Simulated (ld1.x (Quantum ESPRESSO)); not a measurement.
Logarithmic derivatives: Zr, ultrasoft

ld1.x (Quantum ESPRESSO) 7.5 input, shortened:

```
&input
   title='Zr', zed=40., rel=1, dft='PBE', iswitch=3,
   config='[Kr] 4d2 5s2 5p0'
 /
 &inputp
   pseudotype=3, tm=.true., lloc=-1, rcloc=3.40,
   nlcc=.true., rcore=2.25
 /
6
5S  1  0   2.00   0.00  2.60  3.50  0.0
5S  1  0   0.00   1.60  2.60  3.50  0.0
5P  2  1   0.00   0.00  3.90  4.25  0.0
5P  2  1   0.00   4.50  3.90  4.25  0.0
4D  3  2   2.00   0.00  2.15  2.65  0.0
4D  3  2   0.00   3.75  2.15  2.65  0.0
 &test
   configts(1)='4d2 5s2 5p0'
 /
```

The phase is arctan(r·u′/u) with u = r·R(r), unwrapped; energies in Ry, scanned from -2 to 5 Ry. A pole is an energy at which the radial function vanishes at the test radius. The pseudo phase is shifted by a multiple of π to meet the all-electron one at the reference energy, and phase errors are pseudo minus all-electron; the curves can meet again beyond the range given. Levels narrower than the energy grid can be missing from the lists of poles.

Question: For each channel, where are the poles, and over which energies does the pseudopotential scatter like the atom?

Answer:

```json
{"channel": "s", "radius (bohr)": "4.62", "reference energy (Ry)": "-0.33", "poles, all-electron": "-0.02, 2.44", "poles, pseudo": "-0.02, 2.46, 3.95", "unbroken range about the reference energy with phases within 0.05 rad": "below 3.8", "phase error 1 Ry above the reference energy (rad)": "-0.005"}
{"channel": "p", "radius (bohr)": "4.62", "reference energy (Ry)": "-0.11", "poles, all-electron": "0.47, 3.06", "poles, pseudo": "0.35, 2.67", "unbroken range about the reference energy with phases within 0.05 rad": "below 0.3", "phase error 1 Ry above the reference energy (rad)": "-0.492"}
{"channel": "d", "radius (bohr)": "4.62", "reference energy (Ry)": "-0.26", "poles, all-electron": "-0.21, 1.46, 4.27", "poles, pseudo": "-0.20, 1.88", "unbroken range about the reference energy with phases within 0.05 rad": "below 0.2", "phase error 1 Ry above the reference energy (rad)": "+0.359"}
```

A Bessel basis up to 400 Ry misses an occupied level by 0.31 Ry, so cutoffs and ghosts were not judged.

Phases in the d channel:

```csv
E (Ry),all-electron,pseudo
-2.00,1.416,1.416
-1.52,1.392,1.392
-1.04,1.351,1.352
-0.56,1.238,1.241
-0.08,-1.782,-1.772
0.40,-2.497,-2.286
0.88,-4.444,-4.250
1.36,-4.688,-4.603
1.84,-4.801,-4.707
2.32,-4.987,-4.774
2.80,-6.871,-4.849
3.28,-7.682,-5.005
3.76,-7.795,-6.114
4.24,-7.851,-7.550
4.72,-7.897,-7.725
```
